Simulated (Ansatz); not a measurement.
Relaxation of Sn3F4⁺ with UKS r2SCAN-D4/def2-SVP.

```sh
$ ansatz run in.yaml --threads 4 --pin off --events-out ev --progress --plain --max-ram 8704MiB
```

```yaml
crystal:
  periodic: [false, false, false]
  atoms:
    - {symbol: Sn, position_ang: [1.482850, -1.133900, -0.542550]}
    - {symbol: Sn, position_ang: [-0.027860, 1.993900, 0.061670]}
    - {symbol: Sn, position_ang: [-0.958080, -1.225800, 1.171100]}
    - {symbol: F, position_ang: [0.799480, 0.349790, 1.152160]}
    - {symbol: F, position_ang: [-0.607580, -1.483320, -0.941620]}
    - {symbol: F, position_ang: [-1.616710, 0.703280, 0.449680]}
    - {symbol: F, position_ang: [0.927900, 0.796060, -1.350440]}
basis:
  gaussian: {orbitals: def2-SVP}
total_charge: 1
magnetization: {spin_polarized: true, initial_magnetization: 1}
hamiltonian: {xc: r2scan, dispersion: d4}
scf: {lower_state_search: "off"}
output: {orbitals: {seedname: orbitals}}
relax: {f_tol: 0.02, max_steps: 100}
```

It took 80 s on 4 threads of Arm Neoverse V1 on a shared host.

Positions (Å) and forces (eV/Å) at steps 1, 2, 3, 4, 5, 6, 7, 8, 9, 10, 11, 12, 13, 14, 16 of 16:

```xyz
7
step=1 energy=-28355.1225 eV
Sn    1.483   -1.134   -0.543    0.929   -0.938   -0.600
Sn   -0.028    1.994    0.062   -0.048    1.345   -0.005
Sn   -0.958   -1.226    1.171   -0.825   -1.007    0.637
F     0.799    0.350    1.152    0.148    0.548    0.226
F    -0.608   -1.483   -0.942   -0.059    0.206   -0.066
F    -1.617    0.703    0.450    0.004   -0.070   -0.163
F     0.928    0.796   -1.350   -0.150   -0.083   -0.029
7
step=2 energy=-28355.1017 eV rejected
Sn    1.603   -1.231   -0.647   -1.025    0.631    0.175
Sn   -0.036    2.152    0.061    0.094   -1.365    0.048
Sn   -1.092   -1.330    1.245    0.473    0.665   -0.876
F     0.739    0.382    1.061    0.418   -0.013    0.611
F    -0.566   -1.441   -0.880    0.303   -0.252    0.420
F    -1.531    0.690    0.431   -0.411    0.154    0.019
F     0.883    0.777   -1.271    0.149    0.180   -0.398
7
step=3 energy=-28355.3096 eV
Sn    1.538   -1.180   -0.597   -0.075   -0.103   -0.126
Sn   -0.029    2.066    0.066    0.038   -0.006    0.049
Sn   -1.026   -1.276    1.203   -0.091   -0.113   -0.114
F     0.785    0.372    1.128    0.091    0.230    0.135
F    -0.587   -1.468   -0.911    0.095    0.016    0.139
F    -1.584    0.698    0.433   -0.024   -0.010   -0.047
F     0.903    0.789   -1.323   -0.034   -0.013   -0.035
7
step=4 energy=-28355.3193 eV
Sn    1.535   -1.186   -0.604   -0.068   -0.007   -0.077
Sn   -0.025    2.072    0.070    0.057   -0.108    0.076
Sn   -1.032   -1.283    1.197   -0.055   -0.014   -0.089
F     0.795    0.389    1.143    0.040    0.206    0.058
F    -0.586   -1.473   -0.909    0.048   -0.018    0.067
F    -1.579    0.695    0.424   -0.005   -0.028   -0.022
F     0.893    0.786   -1.321   -0.016   -0.031   -0.014
7
step=5 energy=-28355.3333 eV
Sn    1.521   -1.193   -0.620    0.008    0.107   -0.015
Sn   -0.014    2.076    0.087    0.076   -0.129    0.108
Sn   -1.044   -1.293    1.179   -0.036    0.099    0.004
F     0.823    0.442    1.182   -0.045    0.149   -0.074
F    -0.588   -1.496   -0.912   -0.047   -0.073   -0.075
F    -1.568    0.686    0.403    0.025   -0.076    0.028
F     0.870    0.777   -1.319    0.021   -0.077    0.023
7
step=6 energy=-28355.3501 eV
Sn    1.481   -1.187   -0.636    0.035    0.009    0.017
Sn    0.016    2.104    0.128    0.053   -0.190    0.072
Sn   -1.068   -1.299    1.133   -0.046   -0.021    0.027
F     0.883    0.569    1.250   -0.059    0.111   -0.132
F    -0.615   -1.598   -0.955    0.003   -0.022   -0.011
F    -1.530    0.660    0.379    0.036    0.059    0.006
F     0.833    0.752   -1.299   -0.022    0.054    0.021
7
step=7 energy=-28355.3527 eV
Sn    1.477   -1.183   -0.639    0.001   -0.002    0.036
Sn    0.024    2.105    0.139   -0.011   -0.019    0.000
Sn   -1.085   -1.305    1.125   -0.039   -0.039   -0.006
F     0.897    0.596    1.253    0.023   -0.005   -0.045
F    -0.616   -1.621   -0.959    0.021   -0.003    0.010
F    -1.521    0.657    0.376    0.016    0.036    0.014
F     0.825    0.751   -1.296   -0.011    0.032   -0.010
7
step=8 energy=-28355.3555 eV
Sn    1.482   -1.173   -0.627   -0.029    0.015    0.062
Sn    0.024    2.100    0.138   -0.047    0.091   -0.042
Sn   -1.101   -1.311    1.127   -0.044   -0.051   -0.029
F     0.900    0.583    1.229    0.108   -0.066    0.030
F    -0.609   -1.618   -0.952    0.023    0.013    0.010
F    -1.523    0.661    0.386    0.003    0.001    0.011
F     0.827    0.759   -1.301   -0.014   -0.001   -0.043
7
step=9 energy=-28355.3870 eV
Sn    1.491   -1.078   -0.488   -0.167   -0.104   -0.042
Sn    0.037    2.078    0.132   -0.472    0.885   -0.373
Sn   -1.267   -1.397    1.110   -0.118   -0.071   -0.252
F     0.993    0.549    1.061    0.690   -0.512    0.674
F    -0.567   -1.626   -0.932    0.104    0.166    0.195
F    -1.506    0.671    0.468    0.004   -0.205    0.024
F     0.818    0.803   -1.351   -0.042   -0.159   -0.225
7
step=10 energy=-28355.4331 eV
Sn    1.498   -1.050   -0.453   -0.268   -0.178   -0.097
Sn    0.030    2.086    0.123   -0.353    0.578   -0.288
Sn   -1.369   -1.440    1.089    0.045   -0.038   -0.323
F     1.069    0.567    1.027    0.538   -0.284    0.653
F    -0.553   -1.621   -0.919    0.127    0.175    0.259
F    -1.477    0.653    0.496   -0.021   -0.136    0.015
F     0.802    0.806   -1.364   -0.068   -0.116   -0.219
7
step=11 energy=-28355.4666 eV
Sn    1.458   -1.067   -0.413    0.242    0.251    0.311
Sn   -0.014    2.108    0.083    0.559   -0.481    0.181
Sn   -1.415   -1.479    1.026   -0.028   -0.173    0.093
F     1.207    0.631    1.094   -0.326    0.277   -0.462
F    -0.558   -1.550   -0.930   -0.237   -0.139   -0.190
F    -1.425    0.606    0.502   -0.138    0.112    0.048
F     0.747    0.752   -1.362   -0.073    0.154    0.018
7
step=12 energy=-28355.4607 eV rejected
Sn    1.471   -1.046   -0.362   -0.092    0.166    0.101
Sn    0.026    2.061    0.139    0.053    0.533   -0.093
Sn   -1.486   -1.502    0.935    0.038    0.146   -0.001
F     1.359    0.759    1.077   -0.187   -0.301   -0.247
F    -0.554   -1.652   -0.964    0.010    0.035   -0.049
F    -1.494    0.653    0.543    0.148   -0.410    0.060
F     0.678    0.726   -1.368    0.030   -0.170    0.229
7
step=13 energy=-28355.5117 eV
Sn    1.434   -1.042   -0.337    0.152   -0.040   -0.072
Sn    0.030    2.112    0.104   -0.007    0.006   -0.094
Sn   -1.436   -1.514    0.973   -0.040    0.095   -0.054
F     1.251    0.697    1.055    0.020    0.046    0.099
F    -0.568   -1.616   -0.973   -0.108   -0.012    0.020
F    -1.411    0.621    0.539    0.002   -0.121    0.044
F     0.698    0.741   -1.361   -0.018    0.026    0.057
7
step=14 energy=-28355.5125 eV
Sn    1.465   -1.046   -0.364   -0.137    0.035    0.063
Sn    0.033    2.107    0.102   -0.062    0.078   -0.029
Sn   -1.448   -1.502    0.967    0.045    0.036   -0.022
F     1.238    0.703    1.067    0.090   -0.092   -0.003
F    -0.567   -1.620   -0.965    0.044    0.021   -0.001
F    -1.418    0.624    0.550    0.002   -0.060    0.000
F     0.697    0.735   -1.358    0.019   -0.017   -0.007
7
step=16 energy=-28355.5159 eV
Sn    1.446   -1.044   -0.335   -0.015    0.003    0.004
Sn    0.029    2.111    0.094    0.003   -0.006    0.005
Sn   -1.452   -1.513    0.955    0.006   -0.005   -0.002
F     1.262    0.717    1.060    0.007    0.004   -0.005
F    -0.574   -1.613   -0.978    0.000   -0.002    0.004
F    -1.401    0.611    0.558   -0.011    0.001   -0.002
F     0.690    0.732   -1.355    0.010    0.005   -0.004
```

In the def2 sets Sn takes a core potential; there is no spin–orbit coupling. Another isomer (doublet) lies 0.12 eV lower at PBE0-D4/def2-TZVP; other spin states weren't run for this one.
